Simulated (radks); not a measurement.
Task: The table gives one normalised radial function P(r) = r R(r) of Hf in [Xe] 4f14 5d2 6s1 6p1 (r in bohr). Method: scalar-relativistic Kohn-Sham, r2SCAN, spin-polarised, spherical densities, finite nucleus; open shells are filled with parallel spins first (spin-orbit coupling, left out, can overturn this in heavy ions); meta-GGA in the generalised Kohn-Sham scheme; Fermi nuclear charge, rms radius 5.347 fm; computed with a radial shooting solver on a logarithmic mesh with Libxc functionals.

r            P
0.0006946   0.0008
0.0008151   0.0010
0.0009565   0.0014
0.001114    0.0017
0.001307    0.0023
0.001533    0.0030
0.0018      0.0039
0.002112    0.0051
0.002458    0.0066
0.002885    0.0086
0.003386    0.0112
0.003973    0.0146
0.004662    0.0189
0.005428    0.0242
0.00637     0.0312
0.007475    0.0401
0.008772    0.0512
0.01021     0.0641
0.01198     0.0805
0.01406     0.1000
0.0165      0.1224
0.01937     0.1473
0.02255     0.1723
0.02646     0.1980
0.03105     0.2201
0.03644     0.2344
0.04276     0.2354
0.04978     0.2185
0.05841     0.1767
0.06855     0.1071
0.08044     0.0111
0.0944     -0.1026
0.1099     -0.2110
0.129      -0.3011
0.1513     -0.3373
0.1776     -0.2946
0.2084     -0.1642
0.2426      0.0253
0.2847      0.2494
0.3341      0.4325
0.3921      0.5057
0.4601      0.4265
0.5357      0.2120
0.6286     -0.1134
0.7377     -0.4651
0.8657     -0.7637
1.016      -0.9485
1.183      -0.9955
1.388      -0.9212
1.629      -0.7587
1.911      -0.5590
2.225      -0.3767
2.611      -0.2223
3.064      -0.1175
3.596      -0.0547
4.22       -0.0216
4.912      -0.0076
5.765      -0.0021
6.765      -0.0004
7.939      -0.0001
9.316      0.0000
10.85      0.0000
12.73      0.0000
14.94      0.0000

Which n and l does it have? It may be an empty orbital.

Result: n = 5, l = 1: the number of nodes gives n - l - 1 = 3, the rise at small r (about r^(l+1), flatter next to the nucleus through relativity) gives l, and the extent must fit the shell. The curve is that of 5p up; the table hardly tells the two spins apart. 5p up: eigenvalue -38.364 eV, 3 radial nodes at r = 0.0818, 0.238, 0.597 bohr, <r> = 1.35 bohr, 90 % of the charge inside 1.98 bohr.
